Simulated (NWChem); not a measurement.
Program: NWChem. System: H$_{5}$BFN, charge 0, spin multiplicity 1, at a geometry optimised with PBE0/def2-SVP. The structure started from a generated list of species. Level: G0W0@PBE0/def2-SVP, RI basis def2-svp-rifit.

Input file:

```
start mol
memory heap 200 mb stack 700 mb global 1700 mb
geometry units angstroms nocenter noautoz
  B      0.196376    -0.663539     0.000000
  H      0.643777    -1.148402     1.036806
  H      0.643777    -1.148402    -1.036806
  F     -1.180861    -0.467244     0.000000
  N      0.798579     0.880417     0.000000
  H      0.474695     1.388316    -0.825025
  H      1.818876     0.880144     0.000000
  H      0.474695     1.388316     0.825025
  symmetry group Cs
end
basis spherical
  * library def2-svp
end
basis "ri basis" bse spherical
  * library def2-svp-rifit
end
dft
  xc pbe0
  iterations 100
  direct
  tolerances tight
end
task dft energy
gw
  states alpha occ 4 vir 2
end
task dft gw
```

Output (cleaned and shortened):

```
             Northwest Computational Chemistry Package (NWChem) 7.3.0
             --------------------------------------------------------

                                NWChem Input Module
                                -------------------

 Scaling coordinates for geometry "geometry" by  1.889725989
 (inverse scale =  0.529177249)

 Turning off AUTOSYM since
 SYMMETRY directive was detected!

                             Geometry "geometry" -> ""
                             -------------------------

 Output coordinates in angstroms (scale by  1.889725989 to convert to a.u.)

  No.       Tag          Charge          X              Y              Z
 ---- ---------------- ---------- -------------- -------------- --------------
    1 B                    5.0000     0.19637600    -0.66353900     0.00000000
    2 H                    1.0000     0.64377700    -1.14840200     1.03680600
    3 H                    1.0000     0.64377700    -1.14840200    -1.03680600
    4 F                    9.0000    -1.18086100    -0.46724400     0.00000000
    5 N                    7.0000     0.79857900     0.88041700     0.00000000
    6 H                    1.0000     0.47469500     1.38831600    -0.82502500
    7 H                    1.0000     1.81887600     0.88014400     0.00000000
    8 H                    1.0000     0.47469500     1.38831600     0.82502500

 Effective nuclear repulsion energy (a.u.)      75.9829171307

            Nuclear Dipole moment (a.u.)
            ----------------------------
        X                 Y               Z
 ---------------- ---------------- ----------------
     0.0000075589    -0.0000000000     0.0000000000

      Symmetry information
      --------------------

 Group name             Cs
 Group number              2
 Group order               2
 No. of unique centers     6

      Symmetry unique atoms

     1    2    4    5    6    7


 Summary of "ao basis" -> "" (spherical)
 ------------------------------------------------------------------------------
       Tag                 Description            Shells   Functions and Types
[...]
     ---------------------------------

     L   x y z        total         alpha         beta         nuclear
     -   - - -        -----         -----         ----         -------
     0   0 0 0     -0.000000    -13.000000    -13.000000     26.000000

     1   1 0 0      1.168779      0.584386      0.584386      0.000008
     1   0 1 0      1.996755      0.998378      0.998378     -0.000000
     1   0 0 1      0.000000      0.000000      0.000000      0.000000

     2   2 0 0    -13.903702    -45.866970    -45.866970     77.830237
     2   1 1 0      2.047994    -18.038542    -18.038542     38.125077
     2   1 0 1     -0.000000     -0.000000     -0.000000      0.000000
     2   0 2 0    -12.901607    -36.553736    -36.553736     60.205865
     2   0 1 1      0.000000      0.000000      0.000000      0.000000
     2   0 0 2    -14.380583    -13.459770    -13.459770     12.538956

 Task  times  cpu:        1.9s     wall:        1.9s

                                NWChem Input Module
                                -------------------

                                 NWChem GW Module
                                 ----------------

                             ***********************
                             ***        GW       ***
                             ***********************

 Summary of "ri basis" -> "ri basis" (spherical)
 ------------------------------------------------------------------------------
       Tag                 Description            Shells   Functions and Types
 ---------------- ------------------------------  ------  ---------------------
 B                       def2-svp-rifit             16       48   6s5p4d1f
 H                       def2-svp-rifit              6       14   3s2p1d
 F                       def2-svp-rifit             16       48   6s5p4d1f
 N                       def2-svp-rifit             16       48   6s5p4d1f

                 Memory Information
                 ------------------
          Available GA per process is          1700.0 MBs
          Available stack per process is        700.0 MBs
          Available heap per process is           0.0 MBs

          Peak memory in Initialization
              Peak GA per process is                  2.0 MBs
              Peak stack per process is               0.0 MBs
              Peak heap per process is                2.1 MBs
              Memory not in MA per process            0.0 MBs

          Peak memory in AFF Calculation
              Peak GA per process is                  6.5 MBs
              Peak stack per process is               3.8 MBs
              Peak heap per process is                0.0 MBs
              Memory not in MA per process            3.8 MBs

          Computing 2-center integrals
          Computing Inverse Cholesky factor
          Computing 3-center integrals
          Computing V_xc ...

          Computing Sigma_x
          Computing RPA polarizability
          Solving quasiparticle equations

                  Alpha Orbitals
          State     Energy (eV)     Error (eV)
          -----------------------------------
@GW        10        -13.465           0.002
@GW        11        -13.333           0.002
@GW        12        -11.233           0.002
@GW        13         -9.892           0.002
@GW        14          2.908           0.005
@GW        15          4.945           0.005

   Applying  -2.6956 eV scissor-shift to rest of particle states

   Applying   2.2984 eV scissor-shift to rest of hole states

     GW Timing Statistics
   ------------------------
   Init.   :          0.0s
     ERIs  :          0.2s
     Distr.:          0.0s
     Vxc   :          0.3s
   Sigma_x :          0.0s
   RPA     :          0.1s
   Wmn     :          0.0s
   Sigma_c :          0.0s
   GW total:          0.6s

 Task  times  cpu:        0.6s     wall:        0.6s

 Total times  cpu:        2.5s     wall:        2.5s
```
